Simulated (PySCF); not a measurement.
C2H7OSi, SMILES C[Si](C)O, multiplicity 2.

Geometry: PBE-D3(BJ)/def2-SVP. The isomer is the one that the SMILES or the coordinates give; other isomers of the formula were not compared. The values are those of a single conformer.

Method: PBE/def2-TZVP (PySCF).

```
Property                                                                                                         Value
---------------------------------------------------------------------------------------------  -----------------------
total energy                                                                                        -444.88598 hartree
α spin, highest occupied and lowest empty level                                                     -4.19 and -0.24 eV
β spin, highest occupied and lowest empty level                                                     -6.98 and -2.51 eV
dipole moment                                                                                                   1.13 D
quadrupole, principal values (traceless, Buckingham form, about the centre of nuclear charge)   -4.15, -2.30, 6.45 D·Å
mean static polarisability                                                                        60.5 bohr³ (8.97 Å³)
polarisability, principal values                                                                51.5, 61.5, 68.6 bohr³
⟨S²⟩                                                                                           0.752 (pure state 0.75)
```
